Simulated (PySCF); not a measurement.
Spinor energies of Lu(54+) (lutetium, charge +54)

Start: [Ne] 3s2 3p5; 3p1/2 filled at m_j = -1/2, +1/2; 3p3/2 filled at m_j = -1/2, +1/2, +3/2. Calculated with PySCF 2.14 in an uncontracted even-tempered set (18 s from 15 bohr⁻², ratio 2.4; 14 p from 20 bohr⁻², ratio 2.4; 4 d from 72 bohr⁻², ratio 2.6; 4 f from 110 bohr⁻², ratio 2.6): generalised Hartree-Fock with the X2C-1e Hamiltonian and a Gaussian nucleus; one run each with spin-orbit coupling (SO) switched off, then screened by Boettger's factors.

```
spinor shell  electrons  ε, spin-free (eV)  ε, screened SO (eV)  weight of nominal j (screened SO)  rms radius, screened SO (bohr)
       1s1/2          2           -67573.7             -67554.6                              1.000                          0.0219
       2s1/2          2           -14752.8             -14746.1                              1.000                          0.0874
       2p1/2          2           -13452.2             -14263.1                              1.000                          0.0743
       3s1/2          2            -5773.5              -5771.1                              1.000                           0.211
       3p1/2          2            -5376.8              -5581.2                              1.000                           0.201
       3p3/2          3            -5376.8              -5290.0                              1.000                           0.212
```

Problem. Where does 2p3/2 lie, and what is the 2p spin-orbit splitting (screened SO)?

Solution. At -13115.0 eV, 1148.1 eV above 2p1/2.

| quantity | spin-free | screened SO |
| --- | --- | --- |
| E (hartree) | -11589.94941 | -11607.16091 |
| M_J | 3/2 | 3/2 |
| ⟨J²⟩ | 3.750 | 3.750 |
| ⟨L²⟩ | 2.000 | 2.038 |
| ⟨S²⟩ | 0.750 | 0.788 |

Each row is a mean over spinors that exchange with the open shell spreads, by up to 26.804 eV (3s1/2).

Breit and QED terms are absent; they matter most for the inner s and p1/2 levels.

Densities and radii are taken from the X2C orbitals without a picture-change correction, which distorts them close to the nucleus.

Without spin-orbit coupling the j labels of p, d and f shells carry no meaning; the spin-free column gives the mean over the occupied spinors of each nl shell.
